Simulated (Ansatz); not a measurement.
Calculated with Ansatz (gas phase, PBE0-D4/def2-TZVP geometries, no zero-point term in ΔE). CBS: MP2 limit from def2 TZ/QZ plus the TZ coupled-cluster correction, frozen cores. This one scheme is used for every species. DFT in def2-TZVPP. B3LYP here is the variant with VWN-RPA as its local correlation; programs differ in this. One conformer a species, not always the lowest.

Reaction (ligand exchange at the Si–O bond): `O[SiH2]O[SiH](O)O` + `N[Si](F)(F)F` → `O[SiH](O)N[Si](F)(F)F` + `O[SiH2]O`

| level | ΔE (eV) |
| --- | --- |
| PBE0-D4 | 0.53 |
| B3LYP-D4 | 0.58 |
| HF/CBS(def2) | 0.70 |
| CCSD/CBS(def2) | 0.60 |

(1) What does CCSD(T)/CBS give? (An estimate is asked.)

Largest T1 diagnostic among the species: 0.012.

Results:

(1) Ansatz gave: +0.58 eV. The listed levels differ from it by -0.05, 0.00, 0.12, 0.02 eV.

In def2-TZVPP, CCSD(T) changes the Hartree–Fock value by −0.11 eV (the triples alone add −0.02 eV) and MP2 by −0.12 eV. From PBE to PBE0 (25 % exact exchange), in def2-TZVPP and without D4, ΔE moves by +0.04 eV.
